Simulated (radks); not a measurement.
Fractional charge and spin in the 5s shell of zirconium: the spin-up occupation runs from 0 to 1 and the spin-down occupation from 0 to 1; the fullest corner is Zr, [Kr] 4d(up 1, down 1) 5s(up 1, down 1). All-electron calculation, scalar-relativistic Kohn-Sham, BLYP, spin-polarised, spherical densities, point nucleus. Program: a radial shooting solver on a logarithmic mesh with Libxc functionals. Energy (eV) minus the two flat planes that join the four corners (they meet along the diagonal where the two added fractions sum to one electron); zero is where a piecewise linear energy would lie.

down \ up       0    0.25     0.5    0.75       1
0           0.000  -0.567  -0.753  -0.562   0.000
0.25       -0.567  -0.714  -0.487   0.107  -0.505
0.5        -0.753  -0.487   0.144  -0.437  -0.668
0.75       -0.562   0.107  -0.437  -0.635  -0.496
1           0.000  -0.505  -0.668  -0.496   0.000

Corners above the fullest one (they belong to Zr+ and the next ion): (up 1, down 0) 6.917 eV, (up 0, down 1) 6.917 eV, (up 0, down 0) 20.106 eV. With half an added electron in each spin the energy lies 0.144 eV from the planes, and with half an added electron in spin up alone -0.753 eV. The planes are only a guide here: the flat-plane condition holds for ground states with one frontier orbital, while this shell lies below other occupied shells, so the corners above the fullest one are inner-hole states and not the ground states of those ions.
